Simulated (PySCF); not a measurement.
**Computed structure and properties of LaOCl**

System: LaOCl (singlet); start: template (Cs). Method: PySCF 2.14.0, RKS PBE0, La lcecp-1-SVP with ECP46, O def2-SVP, Cl def2-SVP; non-relativistic Hamiltonian with scalar-relativistic core potentials where named; density fitting; no spin-orbit coupling.

Input of the relaxation:

```python
mol = gto.M(atom='''
La     0.31085     0.00000    -0.26949
O      2.03995     0.00000     0.50431
Cl    -2.16785     0.00000     0.83981''',
    basis={'La': 'lcecp-1-SVP', 'O': 'def2-SVP', 'Cl': 'def2-SVP'},
    ecp={'La': 'lcecp-1-SVP'},
    charge=0, spin=0)
mf = dft.RKS(mol, xc='PBE0')
mf.grids.atom_grid = (50, 194)  # f atoms: unpruned, at least (60, 302)
mf = mf.density_fit()  # fitting sets: La AutoAux, O def2-universal-JKFIT, Cl def2-universal-JKFIT
mf.conv_tol = 1e-08; mf.max_cycle = 55
mf.kernel(dm0)  # dm0: converged density of the start geometry
# quasi-Newton relaxation in Cartesian coordinates to a largest gradient under 0.00045 Eh/bohr, steps kept in the point group
```

Run from Python with OMP_NUM_THREADS=2; the lines above give its settings. Where DIIS fails, smearing, a level shift and second-order steps follow.
It took 13 s on 2 threads of Arm Neoverse V2, with other jobs on the host, from the converged density of the start.

Course of the relaxation:

| step | energy above end (eV) | largest force component within the symmetry (eV/Å) |
| --- | --- | --- |
| 0 | 0.1025 | 0.435 |
| 1 | 0.0637 | 0.270 |
| 2 | 0.0167 | 0.808 |
| 3 | 0.0041 | 0.277 |
| 4 | 0.0001 | 0.036 |
| 5 | 0.0000 | 0.022 |
| 6 | 0.0000 | 0.004 |

Relaxed geometry (Cs):

```xyz
3

La    0.3050    0.0000   -0.4618
O     1.8509    0.0000    0.6334
Cl   -1.9730    0.0000    0.9031
```

```json
{"contact": "La1–O2 (O)", "Å": "1.894"}
{"contact": "La1–Cl3 (Cl)", "Å": "2.656"}
```

On the finer grid (75, 302):

```yaml
HOMO: -6.97 eV
LUMO: -2.11 eV
Dipole_about_the_centre_of_mass: 7.71 D
Set_of_Mulliken_populations_of_La1_outside_the_core_potential: s 2.10, p 6.17, d 1.74, f 0.11
D3_BJ_dispersion_energy_not_in_the_energies: -0.068 eV
```

```tsv
atom	Mulliken (e)	Löwdin (e)	spin (e)
La1	0.89	0.59	0.00
O2	-0.47	-0.44	0.00
Cl3	-0.42	-0.16	0.00
```

The large-core potential holds the 4f shell empty.

On the grid (50, 194), as all that follows. Harmonic modes: a minimum; lowest 133 cm⁻¹ (negative: unstable), highest 823 cm⁻¹, zero-point energy 0.078 eV.

Rigid scan of O along the line from its metal:

```
distance to O2 (Å)  energy (eV)
              1.59        2.498
              1.69        0.949
              1.79        0.205
              1.89        0.000
              1.99        0.154
              2.09        0.538
              2.19        1.065
              2.34        1.995
```

Taking off one Cl (charge -1, singlet; the rest: singlet) in vacuum, both parts rigid, costs 7.92 eV; the small basis without counterpoise inflates it. Most of it is the attraction of opposite charges; other ways to part are cheaper, and one spin state was tried for the rest.

Rigid scan of Cl along the line from its metal:

(distance to Cl3 (Å), energy (eV)): (2.36, 0.636), (2.46, 0.249), (2.56, 0.055), (2.66, 0.000), (2.76, 0.043), (2.86, 0.154), (3.06, 0.496), (3.36, 1.126), (3.76, 1.949), (4.26, 2.793)

One start shape was tried, so this needn't be the lowest isomer.
